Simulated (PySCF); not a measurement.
Task: Give a PBE0-D3(BJ)/def2-SVP geometry of `C[Si](C)(C)C`.

Result: 
```
atom  x, y, z in Å
C1    -0.7149   -0.8871   -1.5009
Si2   -0.0021    0.0002    0.0010
C3     0.2832    1.8148   -0.4203
C4    -1.2092   -0.1287    1.4418
C5     1.6367   -0.7963    0.4815
H6    -1.6739   -0.4429   -1.8115
H7    -0.8903   -1.9533   -1.2853
H8    -0.0240   -0.8280   -2.3573
H9     0.6992    2.3641    0.4393
H10   -0.6583    2.3073   -0.7118
H11    0.9897    1.9192   -1.2594
H12   -2.1794    0.3297    1.1913
H13   -1.3953   -1.1803    1.7132
H14   -0.8176    0.3836    2.3352
H15    1.5048   -1.8605    0.7344
H16    2.3660   -0.7350   -0.3422
H17    2.0785   -0.2958    1.3581
```

Orientation and origin are arbitrary. Atoms count from 1 in this order. Si2 (four-coordinate silicon) is tetrahedral (angles from 109.4° to 109.6°). All 4 C–Si bonds measure 1.884 to 1.885 Å.

Bonds between heavy atoms (Å): C1–Si2 1.884, Si2–C3 1.885, Si2–C4 1.884, Si2–C5 1.884.

Level of theory: PySCF, PBE0-D3(BJ)/def2-SVP geometry optimisation, gas phase.

Point group: Td (tolerance 0.08 Å). No PBE0-D3(BJ)/def2-SVP frequencies stand behind this structure, so it isn't proved a minimum.
